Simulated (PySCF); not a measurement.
C$_{3}$H$_{7}$O, doublet, geometry from GFN2-xTB. Base run: BLYP/def2-SV(P) in PySCF.

Input for PySCF:
```python
from pyscf import gto, scf, dft

mol = gto.Mole()
mol.atom = '''
    O    -0.048885   -0.672232    0.068074
    C    -0.055710    0.727547   -0.056593
    C     1.225528   -1.236196   -0.081697
    C    -1.414542    1.255894    0.109654
    H     0.633942    1.176472    0.692191
    H     0.360581    1.020338   -1.045939
    H     1.106293   -2.311427    0.033642
    H     1.645512   -1.020470   -1.073121
    H     1.921438   -0.862872    0.681314
    H    -2.222885    0.581822    0.297336
    H    -1.585465    2.310522    0.041800
'''
mol.basis = 'def2-sv(p)'
mol.charge = 0
mol.spin = 1
mol.verbose = 4
mol.build()

mf = dft.UKS(mol)
mf.xc = 'blyp'
mf.kernel()
```

Each row names what was changed in the base input (with any setting that the change needs).

```tsv
change	ΔE vs base (mEh)	SCF cycles	<S^2>	outcome
base	0.000	10	0.753	converged
DIIS = EDIIS	-	50	-	not converged
diis_space = 12	0.000	10	0.753	converged
solver = newton	0.000	-	0.753	converged
diis = off; damp = 0.3 (with mf.diis_start_cycle = 200; with mf.max_cycle = 150)	-	150	-	not converged
init_guess = vsap	0.000	13	0.753	converged
level_shift = 0.1 (with mf.max_cycle = 100)	0.000	11	0.753	converged
diis_space = 4	0.000	12	0.753	converged
init_guess = 1e	0.000	16	0.753	converged
init_guess = huckel	0.000	14	0.753	converged
DIIS = ADIIS	0.000	16	0.753	converged
init_guess = atom	0.000	12	0.753	converged
damp = 0.5; diis_start_cycle = 5	0.000	12	0.753	converged
```

Open shells are given as the SCF converged; they aren't shown to be the lowest states, and a large step between rows can be another state.
